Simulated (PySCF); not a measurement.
**Computed structure and properties of HgF2(H2O)2**

System: HgF2(H2O)2 (singlet); start: template (C2). Method: PySCF 2.14.0, RKS PBE, Hg def2-SVP with ECP60, F def2-SVP, O def2-SVP, H def2-SVP; non-relativistic Hamiltonian with scalar-relativistic core potentials where named; density fitting; no spin-orbit coupling.

Input of the relaxation:

```python
mol = gto.M(atom='''
Hg     0.02075     0.00000     0.00000
F      1.03365     1.01290     1.01290
O     -1.16855    -1.18930     1.18930
H     -1.34655    -1.08540     2.13730
H     -1.67195    -1.97450     0.92270
F      1.03365    -1.01290    -1.01290
O     -1.16855     1.18930    -1.18930
H     -1.67195     1.97450    -0.92270
H     -1.34655     1.08540    -2.13730''',
    basis={'Hg': 'def2-SVP', 'F': 'def2-SVP', 'O': 'def2-SVP', 'H': 'def2-SVP'},
    ecp={'Hg': 'def2-SVP'},
    charge=0, spin=0)
mf = dft.RKS(mol, xc='PBE')
mf.grids.atom_grid = (50, 194)
mf = mf.density_fit()  # fitting sets: Hg def2-universal-JKFIT, F def2-universal-JKFIT, O def2-universal-JKFIT, H def2-universal-JKFIT
mf.conv_tol = 1e-08; mf.max_cycle = 55
mf.kernel(dm0)  # dm0: converged density of the start geometry
# quasi-Newton relaxation in Cartesian coordinates to a largest gradient under 0.00045 Eh/bohr, steps kept in the point group
```

Run from Python with OMP_NUM_THREADS=2; the lines above give its settings. Where DIIS fails, smearing, a level shift and second-order steps follow.
It took 2.3 min on 2 threads of AMD EPYC 9R45 96-Core Processor (Zen 5), with other jobs on the host, from the converged density of the start.

Course of the relaxation:

| step | energy above end (eV) | largest force component within the symmetry (eV/Å) |
| --- | --- | --- |
| 0 | 6.0892 | 7.548 |
| 1 | 2.7940 | 2.043 |
| 2 | 1.9772 | 1.774 |
| 3 | 1.3407 | 2.030 |
| 4 | 0.9597 | 1.902 |
| 5 | 0.9128 | 1.669 |
| 6 | 0.8148 | 1.292 |
| 7 | 0.6236 | 0.826 |
| 45 | 0.0022 | 0.051 |
| 46 | 0.0021 | 0.072 |
| 47 | 0.0018 | 0.080 |
| 48 | 0.0014 | 0.071 |
| 49 | 0.0005 | 0.042 |
| 50 | 0.0000 | 0.005 |
(The steps between are left out.)

Relaxed geometry (C2):

```xyz
9

Hg    0.1422    0.0000    0.0000
F     0.1973    1.9175    0.5480
O    -1.4272   -1.5574    1.5268
H    -0.9644   -1.8000    2.3512
H    -1.0198   -2.1532    0.8511
F     0.1973   -1.9175   -0.5480
O    -1.4272    1.5574   -1.5268
H    -1.0198    2.1532   -0.8511
H    -0.9644    1.8000   -2.3512
```

| contact | Å |
| --- | --- |
| Hg1–F2 (F) | 1.995 |
| Hg1–H5 (H2O) | 2.591 |
| Hg1–F6 (F) | 1.995 |
| Hg1–H8 (H2O) | 2.591 |

Short contacts between ligands at the end: H5···F6 1.87 Å, H8···F2 1.87 Å.

On the finer grid (75, 302):

```json
{
 "HOMO": "-6.94 eV",
 "LUMO": "-3.11 eV",
 "Dipole about the centre of mass": "1.45 D",
 "Set of Mulliken populations of Hg1 outside the core potential": "s 2.99, p 6.47, d 9.94, f 0.01",
 "D3(BJ) dispersion energy (not in the energies)": "-0.137 eV"
}
```

```tsv
atom	Mulliken (e)	Löwdin (e)	spin (e)
Hg1	0.59	0.37	0.00
F2	-0.39	-0.28	0.00
O3	-0.24	-0.07	0.00
H4	0.17	0.09	0.00
H5	0.17	0.07	0.00
F6	-0.39	-0.28	0.00
O7	-0.24	-0.07	0.00
H8	0.17	0.07	0.00
H9	0.17	0.09	0.00
```

On the grid (50, 194), as all that follows. Harmonic modes: a minimum within the noise of the softest modes; lowest 43 cm⁻¹ (negative: unstable), highest 3741 cm⁻¹, zero-point energy 1.399 eV.

Taking off one F (charge -1, singlet; the rest: singlet) in vacuum, both parts rigid, costs 11.49 eV; the small basis without counterpoise inflates it. Most of it is the attraction of opposite charges; other ways to part are cheaper, and one spin state was tried for the rest.

Rigid scan of F along the line from its metal, all other atoms held (where the atom bridges, its other bond changes as well):

(distance to F2 (Å), energy (eV)): (1.70, 1.386), (1.80, 0.505), (1.90, 0.105), (2.00, 0.000), (2.10, 0.074), (2.20, 0.252), (2.40, 0.756), (2.70, 1.579), (3.10, 2.517), (3.60, 3.364)

Taking off one H2O (charge 0, singlet; the rest: singlet) in vacuum, both parts rigid, costs 0.65 eV; the small basis without counterpoise inflates it.

Rigid scan of H2O along the line from its metal, all other atoms held (where the atom bridges, its other bond changes as well):

distance to O3 (Å), energy (eV) and a bar:
```
     2.39      0.169 ##########
     2.49      0.065 ####
     2.59      0.014 #
     2.69      0.000 
     2.79      0.010 #
     2.89      0.035 ##
     3.09      0.108 ######
     3.39      0.231 ##############
     3.79      0.375 ######################
     4.29      0.508 ##############################
```

One start shape was tried, so this needn't be the lowest isomer.
